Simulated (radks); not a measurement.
The numbers below are computed, except where a source is named.
Q: All-electron atom: Ge10+ in [He] 2s2 2p5 3s2 3p6 3d5 (not the ground configuration). Level of theory: non-relativistic Kohn-Sham, PBE, spin-polarised, spherical densities, point nucleus; open shells are filled with parallel spins first (a radial shooting solver on a logarithmic mesh with Libxc functionals). Some entries of the table are withheld. Estimate them.

orbital,occ.,eigenvalue (hartree),<1/r> (bohr^-1)
1s up,1,-410.2819,31.51
1s down,1,-410.1002,31.52
2s up,1,-60.96837,7.004
2s down,1,-60.42114,7.010
2p up,3,-55.89018,6.972
2p down,2,-55.35159,6.979
3s up,1,-15.17348,(1)
3s down,1,-14.80565,(2)
3p up,3,-13.38675,2.373
3p down,3,-13.00724,2.341
3d up,5,(3),2.227
3d down,0,(4),2.188

A: 
(1) 3s up <1/r> (bohr^-1): 2.451
(2) 3s down <1/r> (bohr^-1): 2.424
(3) 3d up eigenvalue (hartree): -10.29555
(4) 3d down eigenvalue (hartree): -9.86766
